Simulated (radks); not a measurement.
Values are calculated unless marked as measured or tabulated.
Trend from K3+ to Kr3+: ionisation energy by Delta-SCF between NIST ground configurations, and size. Level of theory: non-relativistic Kohn-Sham, LDA (Slater exchange, Perdew-Wang correlation), spin-unpolarised, spherical densities, point nucleus (a radial shooting solver on a logarithmic mesh with Libxc functionals).

species      configuration  IE (eV)  NIST (eV)       kind
K3+           [Ne] 3s2 3p4   63.071      60.92  semi-emp.
Ca3+          [Ne] 3s2 3p5   68.457     67.273  semi-emp.
Sc3+                  [Ar]   73.888     73.489       exp.
Ti3+              [Ar] 3d1   43.759     43.267       exp.
V3+               [Ar] 3d2   46.374     46.709       exp.
Cr3+              [Ar] 3d3   48.891      49.16  semi-emp.
Mn3+              [Ar] 3d4   51.323       51.2  semi-emp.
Fe3+              [Ar] 3d5   53.684      54.91       exp.
Co3+              [Ar] 3d6   55.981       51.3  semi-emp.
Ni3+              [Ar] 3d7   58.221       54.9  semi-emp.
Cu3+              [Ar] 3d8   60.411      57.38  semi-emp.
Zn3+              [Ar] 3d9   62.556      59.57       exp.
Ga3+             [Ar] 3d10   64.659      63.24       exp.
Ge3+         [Ar] 3d10 4s1   45.917     45.716       exp.
As3+         [Ar] 3d10 4s2   50.337       50.2       exp.
Se3+     [Ar] 3d10 4s2 4p1   42.481     42.947       exp.
Br3+     [Ar] 3d10 4s2 4p2   46.245      47.78       exp.
Kr3+     [Ar] 3d10 4s2 4p3   49.953       50.9       exp.

Reference values: NIST Atomic Spectra Database (exp. = measured, semi-emp. = semi-empirical, theory = theoretical value adopted there). Spin polarisation and multiplet splitting are left out, so open shells lie too high by an amount that depends on their filling.

Beside tabulated values, note that spin-unpolarised runs miss the spin-polarisation part of the exchange energy of open shells.
